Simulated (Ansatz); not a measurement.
Relaxation of C$_{3}$H$_{4}$ClFOSi (11 atoms, charge 0, multiplicity 1), to a largest force component of 0.015 eV/Å in at most 40 steps.

Theory: RKS PBE-D4/6-31G* (Ansatz).

```xyz
11
Properties=species:S:1:pos:R:3
C -1.549 0.377 -0.610
C -0.404 0.101 -0.120
C 0.986 0.557 -0.519
O 1.686 -0.011 0.772
Si 0.333 -0.828 1.251
F 0.476 -2.410 1.004
Cl -0.319 -0.179 3.024
H -2.467 0.039 -0.190
H -1.684 1.099 -1.438
H 1.464 0.068 -1.417
H 1.183 1.626 -0.614
```

Q: Where does it end, and by what steps?

A: It converged. After 11 steps the energy has fallen by 0.572 eV; Cl7 moved furthest, 0.33 Å.

```
step  energy less start (eV)  largest force component (eV/Å)  accepted
   0                  0.0000                           3.086       yes
   1                 -0.4875                           0.926       yes
   2                 -0.5075                           0.717       yes
   3                 -0.5171                           1.111       yes
   4                 -0.5642                           0.241       yes
   5                 -0.5675                           0.239       yes
   6                 -0.5710                           0.081       yes
   7                 -0.5717                           0.039       yes
   8                 -0.5721                           0.030       yes
   9                 -0.5722                           0.036       yes
  10                 -0.5723                           0.023       yes
  11                 -0.5723                           0.008       yes
```

```xyz
11
Properties=species:S:1:pos:R:3
C -1.599 0.411 -0.731
C -0.428 0.130 -0.148
C 1.005 0.566 -0.472
O 1.747 -0.115 0.609
Si 0.354 -0.799 1.254
F 0.350 -2.413 1.236
Cl -0.049 -0.262 3.202
H -2.540 0.005 -0.346
H -1.672 1.058 -1.614
H 1.370 0.202 -1.449
H 1.166 1.656 -0.396
```

Whether the end is a true minimum wasn't checked by a vibrational analysis.

Time of the run: 45 s on 2 threads of Arm Neoverse V1, on a shared host, peak memory 0.19 GiB.
